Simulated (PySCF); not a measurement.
Precursor series Hf F-NH2. Isolated molecules, 0 K electronic values unless said otherwise. One relaxed conformer stands for each flexible species; it need not be the lowest.

These are PBE-D3(BJ)/def2-TZVP // r2SCAN-D4/def2-SVP (PySCF) values and carry that method's errors. 

| species | coordination number | mean distance from the central atom to its bonded neighbours (Å) | LUMO (eV) | charge on the central atom (Mulliken) (e) | HOMO (eV) |
|---|---|---|---|---|---|
| 0 of 4 F replaced by NH2 | 4 | 1.908 | -1.65 | 1.53 | -10.10 |
| 1 of 4 F replaced by NH2 ([Hf(F)3(NH2)]) | 4 | 1.944 | ? | 1.44 | ? |
| 2 of 4 F replaced by NH2 ([Hf(F)2(NH2)2]) | 4 | 1.981 | -0.98 | ? | -6.07 |
| 3 of 4 F replaced by NH2 | 4 | 2.017 | -0.73 | ? | -5.64 |
| 4 of 4 F replaced by NH2 ([Hf(NH2)4]) | 4 | 2.055 | -0.55 | ? | ? |

Task: Complete the blanks.

Result: 
- 1 of 4 F replaced by NH2 ([Hf(F)3(NH2)]), LUMO (eV): -1.51
- 1 of 4 F replaced by NH2 ([Hf(F)3(NH2)]), HOMO (eV): -6.67
- 2 of 4 F replaced by NH2 ([Hf(F)2(NH2)2]), charge on the central atom (Mulliken) (e): 1.35
- 3 of 4 F replaced by NH2, charge on the central atom (Mulliken) (e): 1.27
- 4 of 4 F replaced by NH2 ([Hf(NH2)4]), charge on the central atom (Mulliken) (e): 1.21
- 4 of 4 F replaced by NH2 ([Hf(NH2)4]), HOMO (eV): -5.28
